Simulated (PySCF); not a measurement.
NMR data simulated for an unnamed compound:

$^{1}$H NMR (400 MHz, computed): δ 4.86 (m, 2H), 2.91 (s, 3H), -0.17 (br s, 1H).

$^{13}$C{$^{1}$H} NMR (computed): δ 139.1 (C), 31.8 (CH3).

Theoretical values (PySCF): coordinates at the GFN2-xTB level, shielding tensors at PBE0/pcSseg-1 (GIAO). One computed conformer, one averaged value for each set of equivalent atoms, non-relativistic Hamiltonian, isolated molecule.

References, each an isolated molecule treated in the same way: $^{1}$H (σ = 31.72 ppm), $^{13}$C (σ = 186.93 ppm) against TMS.

Q: Which of these does the molecule contain: an N-methyl group, a Si–H bond, a tert-butyl group, a CH3CH2 unit, a benzene ring, an NH or NH2 group?

A: 
- An N-methyl group: yes (δC 31.8; δH 2.91 (s)).
- A Si–H bond: yes (δH 4.86 (m)).
- A tert-butyl group: no.
- A CH3CH2 unit: no.
- A benzene ring: no.
- An NH or NH2 group: yes (δH -0.17 (br s)).

The data belong to SMILES CN[SiH2]C(F)(F)F, C2H6F3NSi; they needn't prove each group on their own.

Carbon signals by region: 1 in the sp2 and nitrile region (100–160 ppm), 1 below 50 ppm.

Exchangeable OH/NH protons stand at their gas-phase positions; hydrogen bonding in a real sample shifts them, mostly to higher δ. Splittings by $^{19}$F in the carbon and heteronuclear signals aren't shown, as no couplings were computed. Shifts are as computed. Against solution values, carbons near 30 ppm lie about +3 ppm off and those near 130 ppm about +5 ppm. Of 1211 compounds with measured shifts, 218 miss one by over three times the rms of a fit or turn the order of signals round; such compounds aren't used in these exercises. No couplings were computed; multiplicities are counted from neighbouring protons, with m where these are inequivalent, close in shift, in a saturated or five-membered ring or joined by F or P, and br s for small geminal =CH2 splittings.
